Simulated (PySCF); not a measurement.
Excitation energy of Ar(2+) by level of theory

Ar(2+) [Ne] 3s2 3p4 (3P) → Ar(2+) [Ne] 3s2 3p3 4s1 (5S), as a difference of total energies. Calculation: PySCF 2.14, in dyall-av3z (19s12p3d2f, 84 functions); the spin-free X2C one-electron Hamiltonian (Gaussian nucleus). Correlated levels: valence: [Ne] frozen; virtual orbitals above 40 to 60 times the deepest correlated orbital energy dropped. The calculations carry no spin-orbit coupling.

```csv
method,excitation energy (eV)
UHF,20.849
LDA,21.434
PBE,21.407
PBE0,21.553
r2SCAN,21.881
PW91,21.458
BLYP,21.501
M06,21.760
BHandHLYP,21.711
MP2 (valence),21.180
SCS-MP2 (valence),21.434
```

How much does correlation contribute at MP2 (valence)?

21.180 − (20.849) = 0.331 eV, measured against UHF.

A first-order spin-orbit estimate (lowest level to lowest level, LS coupling) adds 0.063 eV.

The promoted electron is Rydberg-like, and one or two diffuse shells describe it only roughly, which tends to raise the upper state.
